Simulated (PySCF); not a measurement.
**How methods differ on the excitation energy of Hf⁺**

Hf⁺ [Xe] 4f14 5d1 6s2 (2D) → Hf⁺ [Xe] 4f14 5d2 6s1 (4F), as a difference of total energies. All numbers are calculated (PySCF 2.14, scalar relativity through the core potential, in aug-cc-pVDZ-PP with ECP60MDF (5s5p4d2f, 54 functions)). The calculations carry no spin-orbit coupling.

```json
{"method": "LDA", "excitation energy (eV)": "0.274"}
{"method": "MN15", "excitation energy (eV)": "0.883"}
```

For comparison: 0.563 eV (measured; NIST levels, between the centres of gravity of the two terms).
